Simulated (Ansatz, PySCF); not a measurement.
This triplet is an excited state, 1.90 eV above the relaxed singlet at the level frozen-core CCSD(T)/cc-pVTZ // B3LYP-D3(BJ)/def2-TZVP (Ansatz, a first-principles code).

B3LYP has the VWN-RPA correlation part, as in Gaussian. 

Z-matrix (Å, degrees):
```
Si
N 1 1.7333
H 2 1.0094 1 121.05
H 2 1.0096 3 110.89 1 151.08
C 1 1.9102 2 116.13 3 -106.07
H 5 1.0899 1 109.27 2 179.50
H 5 1.0914 6 109.01 1 120.24
H 5 1.0914 6 108.99 7 119.39
```
Charge 0, spin multiplicity 3.

Problem. Predict the highest occupied spin orbital, dipole moment and total energy from B3LYP-D3(BJ)/def2-TZVP run with PySCF 2.14.0.

Solution. 
- highest occupied spin orbital: -4.20 eV
- dipole moment: 1.13 D
- total energy: -385.3726 Ha
